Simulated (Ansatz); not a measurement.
```yaml
atoms:
  - { symbol: C, position_ang: [1.2164, 0.0000, 0.0000] }
  - { symbol: C, position_ang: [0.3759, 1.1569, 0.0000] }
  - { symbol: C, position_ang: [-0.9841, 0.7150, 0.0000] }
  - { symbol: C, position_ang: [-0.9841, -0.7150, 0.0000] }
  - { symbol: C, position_ang: [0.3759, -1.1569, 0.0000] }
  - { symbol: O, position_ang: [2.4664, 0.0000, 0.0000] }
  - { symbol: H, position_ang: [0.7112, 2.1888, 0.0000] }
  - { symbol: H, position_ang: [-1.8619, 1.3527, 0.0000] }
  - { symbol: H, position_ang: [-1.8619, -1.3527, 0.0000] }
  - { symbol: H, position_ang: [0.7112, -2.1888, 0.0000] }
```

Basis set: def2-TZVP (spherical functions). Charge 0, multiplicity 3.

Computed with Ansatz (development build ahead of 0.2.0); each method stands on the lowest determinant of its kind that the runs found. Restricted functionals stand beside restricted open-shell atoms, which can lie above the unrestricted atoms usual in DFT and then raise those values.

The atomization energy at this shape (free ground-state atoms in the same class of orbitals less the molecule, no zero-point energy) of triplet C₅H₄O:

```csv
method,atomization energy
ωB97X (unrestricted),48.06 eV
PBE0 (unrestricted),48.87 eV
PBE0 (restricted open-shell),49.09 eV
UHF,34.76 eV
```

Task: What does ROHF give?

Result: 35.02 eV. Caution: another spin multiplicity may lie lower. Caution for UHF: the unrestricted determinant is spin contaminated.

The shape needn't be a minimum at these levels.
